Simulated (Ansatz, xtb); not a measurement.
**Two isomers of C3H6O5S**

Structure I is `COS(=O)(=O)COC=O`, a singlet and structure II is `CS(=O)(=O)OCC(=O)O`, a singlet. Both are isolated molecules in the gas phase, relaxed with PBE-D3(BJ)/def2-SVP; each stands in its lowest conformer found.

I (Å):

```xyz
15

C     0.3697    1.6922   -0.1905
C    -1.5235    2.4819    2.5275
C    -1.1798    0.1743    2.8808
O    -1.0565    1.5958   -0.0056
O    -3.2385    2.6632    0.4552
O    -1.1012    4.1175    0.4824
O    -2.0527    1.2225    2.8801
O     0.0071    0.2435    2.6705
S    -1.8183    2.8571    0.7467
H     0.8971    1.3425    0.7209
H     0.6071    1.0202   -1.0361
H     0.6619    2.7304   -0.4436
H    -0.4321    2.5504    2.7053
H    -2.0786    3.2673    3.0740
H    -1.7519   -0.7512    3.1313
```

II (Å):

```xyz
15

C     0.8283   -1.9939    0.7280
C     1.0391    1.7234    0.5086
C     0.1600    1.7888    1.7514
O    -0.7599   -0.1630   -0.4317
O     1.2427   -1.0979   -1.7443
O     1.6344    0.4622    0.2288
O    -0.4892    2.7696    2.0440
O     0.2109    0.6664    2.5110
S     0.6182   -0.6882   -0.4824
H     1.9009   -2.2558    0.7559
H     0.2230   -2.8491    0.3749
H     0.4749   -1.6082    1.6997
H     0.4337    2.1077   -0.3380
H     1.8844    2.4261    0.6611
H    -0.3981    0.8395    3.2628
```

**Question.** Estimate E(II) − E(I) at the level CCSD(T)/def2-SVP + ΔMP2/def2-TZVPP.

**Answer.** Calculated at CCSD(T)/def2-SVP + ΔMP2/def2-TZVPP: E(II) − E(I) = −0.736 eV, so structure II lies lower.

Level by level:

```tsv
level	geometry	E(II) − E(I) (eV)	departure from the last row (eV)	job, with rough time for the two
PBE-D3(BJ)/def2-SVP	PBE-D3(BJ)/def2-SVP	−0.758	−0.022	optimisation, 68 s
HF/def2-SVP	PBE-D3(BJ)/def2-SVP	−0.852	−0.116	part of the CCSD(T) run
MP2/def2-SVP	PBE-D3(BJ)/def2-SVP	−0.872	−0.136	part of the CCSD(T) run
CCSD(T)/def2-SVP	PBE-D3(BJ)/def2-SVP	−0.808	−0.072	single point
CCSD(T)/def2-SVP + ΔMP2/def2-TZVPP	PBE-D3(BJ)/def2-SVP	−0.736		single point, 3 min
```

As drawn, II has 1 C–C, 1 O–H in place of 1 C–O, 1 C–H.

None of the levels shown reverses the order. The largest departure from CCSD(T)/def2-SVP + ΔMP2/def2-TZVPP is that of MP2/def2-SVP, 0.136 eV. Levels run at GFN2-xTB geometries aren't shown. The last row adds to CCSD(T) the change of the MP2 difference between the two basis sets, here +0.072 eV.

With thermal terms from frequencies at re-optimised GFN2-xTB minima (ideal gas, soft modes damped towards free rotors, one conformer each, 298.15 K, 1 atm): on the last row, ΔE + ΔZPE = −0.744, ΔH = −0.742, ΔG = −0.747 eV.

The correlated steps freeze 13 core orbitals. Run with Ansatz 0.2.0, xtb 6.7.1; the last row on 4 threads of Arm Neoverse V2 on a shared host.
